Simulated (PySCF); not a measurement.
## Telling isomers of C$_{8}$H$_{9}$N apart by NMR

PySCF 2.14 calculation with NMR shieldings at PBE0/pcSseg-1/GIAO and geometry: GFN2-xTB; one computed conformer, no solvent, relativity neglected, rapidly exchanging positions averaged.

Referencing at the same level of theory: ¹H (σ = 31.72 ppm), ¹³C (σ = 186.93 ppm) against TMS. Where no couplings were computed, multiplicities follow the n + 1 count of equivalent neighbours, and m marks all less simple cases (inequivalent or close neighbours, rings, F or P nearby). Shifts are as computed. Against solution values, carbons near 30 ppm lie about +3 ppm off and those near 130 ppm about +5 ppm. Of 1211 compounds with measured shifts, 218 miss one by over three times the rms of a fit or turn the order of signals round; such compounds aren't used in these exercises.

(1) Tabulate the signals of `c1ccc(N2CC2)cc1`, `C[C@@H]1C(C#N)=C1C1CC1` and their relative energies.

(2) What is the quickest way to tell c1ccc(N2CC2)cc1 from C[C@@H]1C(C#N)=C1C1CC1?

Results:

(1) 
| SMILES | carbon types | δC | δH | E rel. (kcal/mol) |
| --- | --- | --- | --- | --- |
| c1ccc(N2CC2)cc1 | 1×C 5×CH 2×CH2 | 158.7, 134.5, 125.4, 123.6, 27.3 | 7.50 (m, 2H), 7.10 (t, 1H), 7.09 (d, 2H), 1.96 (s, 4H) | 0.0 |
| C[C@@H]1C(C#N)=C1C1CC1 | 3×C 2×CH 2×CH2 1×CH3 | 163.2, 116.3, 92.1, 27.3, 24.0, 17.7, 17.5, 13.5 | 2.18 (m, 1H), 2.13 (m, 1H), 1.35 (m, 1H), 1.34 (m, 1H), 1.27 (d, 3H), 1.18 (m, 1H), 1.17 (m, 1H) | 51.4 |

Energies are electronic energies at PBE0/pcSseg-1 on these geometries, without zero-point or thermal terms, each for the one conformer computed, which needn't be the lowest.

(2) Count the carbon signals: 5 against 8. The first has an aromatic CH at 134.5 ppm, the second a fully substituted alkene carbon (C) at 92.1 ppm. Their most deshielded carbons lie at 158.7 and 163.2 ppm. In the proton spectra the most deshielded non-exchanging signals are 7.50 (m, 2H) and 2.18 (m, 1H).
